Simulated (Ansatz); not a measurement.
singlet silylene (H₂Si), singlet, geometry from GFN2-xTB; BLYP/STO-3G (Ansatz, a quantum-chemistry and plane-wave program).

Here is a job for Ansatz.
Ansatz 0.2 input:
```yaml
crystal:
  periodic: [false, false, false]
  atoms:
    - {symbol: Si, position_ang: [-0.00666824, -0.00277970, 0.12275926]}
    - {symbol: H, position_ang: [0.04778718, 1.13172388, -0.83406892]}
    - {symbol: H, position_ang: [0.04556812, -1.09280805, -0.88456070]}
basis:
  gaussian:
    orbitals: STO-3G
hamiltonian:
  xc: blyp
accuracy: high
```

It wrote (shortened):

```
Functional definition: BLYP
163 factors; integrals over basis functions are off by at most 5.4e-9 eV
mean field evaluation 1: about -7814.0577 eV, gradient 1.2e1 eV
mean field evaluation 2: about -7814.2060 eV, gradient 1.0e1 eV
mean field evaluation 4: about -7814.6273 eV, gradient 1.6e-2 eV
mean field evaluation 8: about -7814.6070 eV, gradient 1.9e-4 eV
mean field -7814.60698701 eV, -287.1815098416 hartree, gradient 5.4e-9 eV, S^2 0.000000; 0 other end points of the search recorded, 0 dependent functions left out
reference -7814.60701717 eV, -287.1815109502 hartree; 8, 8 occupied and 3, 3 virtual orbitals, 163 factors
Total energy: -7814.60701717 eV, -287.1815109502 hartree
```
